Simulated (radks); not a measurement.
The numbers below are computed, except where a source is named.
Re2+, 73 electrons, occupied as [Xe] 4f14 5d5 (the NIST ground configuration). Code: a radial shooting solver on a logarithmic mesh with Libxc functionals. Model: non-relativistic Kohn-Sham, TPSS, spin-polarised, spherical densities, point nucleus; open shells are filled with parallel spins first (spin-orbit coupling, left out, can overturn this in heavy ions); meta-GGA in the generalised Kohn-Sham scheme; relativity is left out, which matters for an element this heavy.

Unscreened Slater integrals over Kohn-Sham orbitals (hartree). They are taken over the spin-up orbitals.

F0(5d,5d): 0.52415
F2(5d,5d): 0.27223
F4(5d,5d): 0.17961
F0(5d,5p): 0.59676
F2(5d,5p): 0.29696
G1(5d,5p): 0.36115
G3(5d,5p): 0.22277
F0(5d,4f): 0.68004
F2(5d,4f): 0.15125
F4(5d,4f): 0.069575
G1(5d,4f): 0.052253
G3(5d,4f): 0.047419
G5(5d,4f): 0.037428
F0(5d,5s): 0.61419
G2(5d,5s): 0.25601
F0(5p,5p): 0.71518
F2(5p,5p): 0.38674
F0(5p,4f): 0.88508
F2(5p,4f): 0.26293
G2(5p,4f): 0.10186
G4(5p,4f): 0.084897
F0(5p,5s): 0.74771
G1(5p,5s): 0.51656
F0(4f,4f): 1.6257
F2(4f,4f): 0.79504
F4(4f,4f): 0.50358
F6(4f,4f): 0.36369
F0(4f,5s): 0.95666
G3(4f,5s): 0.11486
F0(5s,5s): 0.78603

Derived for the open shells (J is the average intra-shell exchange parameter used in DFT+U). 5d: Racah B = F2/49 - 5 F4/441 = 0.003519 hartree, C = 35 F4/441 = 0.01425 hartree, C/B = 4.05, F4/F2 = 0.660, J = (F2 + F4)/14 = 0.03227 hartree.
